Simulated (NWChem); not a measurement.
System: C₂H₆F₂Si; SMILES C[Si](C)(F)F

```xyz
11

C     -1.5692     0.0000     0.9627
Si     0.0000     0.0000    -0.0174
C      1.5692     0.0000     0.9627
F      0.0000     1.2919    -0.9997
F      0.0000    -1.2919    -0.9997
H     -1.6326    -0.8914     1.6056
H     -2.4422     0.0000     0.2924
H     -1.6326     0.8914     1.6056
H      2.4422     0.0000     0.2924
H      1.6326    -0.8914     1.6056
H      1.6326     0.8914     1.6056
```
Atoms are numbered in this order, from 1.

All runs: NWChem. The geometry was optimised at PBE0/def2-SVP. Atomic charges in e: unrestrained fits to the electrostatic potential beside Mulliken populations; buried atoms are poorly determined by the fit.

### Question
Predict the results for B3LYP/def2-SVP. Quantities: ESP C1; Mulliken C1; ESP Si2; Mulliken Si2; ESP C3; Mulliken C3; ESP F4; Mulliken F4; ESP F5; Mulliken F5; relative RMS misfit of the potential (%).

### Answer
```yaml
ESP C1: -0.46
Mulliken C1: -0.27
ESP Si2: 1.05
Mulliken Si2: 0.88
ESP C3: -0.46
Mulliken C3: -0.27
ESP F4: -0.38
Mulliken F4: -0.34
ESP F5: -0.38
Mulliken F5: -0.34
relative RMS misfit of the potential (%): 21
```
